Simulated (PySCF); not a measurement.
B3LYP has the VWN-RPA correlation part, as in Gaussian. Delta-SCF ions had no search for a lower state. Excitations are Tamm–Dancoff values on a coarser integration grid. The basis has no diffuse functions, so Rydberg states are missing or too high.

Z-matrix (Å, degrees):
```
C
C 1 1.3770
C 1 1.3770 2 118.57
H 1 1.0830 2 120.72 3 -179.99
H 2 1.0852 1 121.63 4 0.00
H 3 1.0852 1 121.63 4 0.01
H 3 1.0855 6 117.28 1 180.00
H 2 1.0855 5 117.28 1 180.00
```
Charge +1, spin multiplicity 1.

Give the T1 excitation (TDA), vertical ionisation energy (Delta-SCF), brightest of the four lowest singlets (TDA), LUMO, S1 excitation (TDA), hole reorganisation energy (four-point), HOMO–LUMO gap and adiabatic ionisation energy (no zero-point term) at the level PySCF with B3LYP-D3(BJ)/def2-TZVP.


- T1 excitation (TDA) = 2.69 eV
- vertical ionisation energy (Delta-SCF) = 18.58 eV
- brightest of the four lowest singlets (TDA) = 6.52 eV
- LUMO = -10.52 eV
- S1 excitation (TDA) = 5.06 eV
- hole reorganisation energy (four-point) = 1.869 eV
- HOMO–LUMO gap = 5.25 eV
- adiabatic ionisation energy (no zero-point term) = 17.77 eV
